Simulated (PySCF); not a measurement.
# TeSCl₂, singlet: molecular constants

Level of theory: PySCF, PBE0, basis Te def2-SVP with ECP28, S def2-SVP, Cl def2-SVP (scalar-relativistic core potentials, no spin–orbit coupling, density fitting).

The structure is a saddle point with 1 imaginary mode.

Z-matrix (Å, degrees; charge 0 multiplicity 1):
```
Te
S  1 2.2652
Cl 1 2.3733 2 98.20
Cl 1 2.5754 2 174.46 3 180.00
```

```
Point group                                                                   : Cs
Bond lengths                                                                  : Te–Cl 2.373 Å, Te–Cl 2.575 Å, Te–S 2.265 Å
Bond angles                                                                   : Cl–Te–Cl 87.3°, Cl–Te–S 98.2°, Cl–Te–S 174.5°
Rotational constants                                                          : 0.09812, 0.04276, 0.02978 cm⁻¹
Highest occupied level                                                        : -7.45 eV
Zero-point energy (real modes)                                                : 7.7 kJ/mol
Principal quadrupole moments (Buckingham, traceless) about the centre of mass : -12.75, 4.06, 8.69 D Å
Principal polarisabilities                                                    : 33.9, 66.3, 140.1 bohr³
Lowest empty level                                                            : -5.37 eV
Atomisation energy without zero-point energy                                  : 627 kJ/mol
Dipole moment                                                                 : 2.56 D
```

Harmonic modes (masses in u: Te 129.906, S 31.972, Cl 34.969):
```
symmetry  ω (cm⁻¹)  IR (km/mol)  μ (u)     type
     a''      176i            –  45.20     bend
      a'        78          3.2  39.80     bend
      a'       154          1.3  36.53     bend
      a'       263         54.8  39.28  stretch
      a'       357         47.6  42.07  stretch
      a'       440         39.6  36.78  stretch
```

Charges (e):
```tsv
atom	Mulliken	Löwdin	polar tensor	Mayer order to Te1
Te1	0.79	0.49	1.39	–
S2	-0.21	-0.10	-0.37	1.84
Cl3	-0.20	-0.10	-0.43	0.94
Cl4	-0.39	-0.30	-0.59	0.76
```

Mulliken populations on Te1 (electrons outside its core potential): s 3.94, p 8.89, d 10.38.

Outer orbital energies (eV). occupied: -11.67, -10.80, -9.74, -9.18, -8.45, -8.27, -8.11, -7.45; empty: -5.37, -3.27, -0.18, 4.61.

Other isomers or separated fragments may lie lower. At this level a singlet minimum of Cs symmetry lies 144 kJ/mol below this structure.

The final relaxation and frequency run took about 90 core-seconds on a shared host.
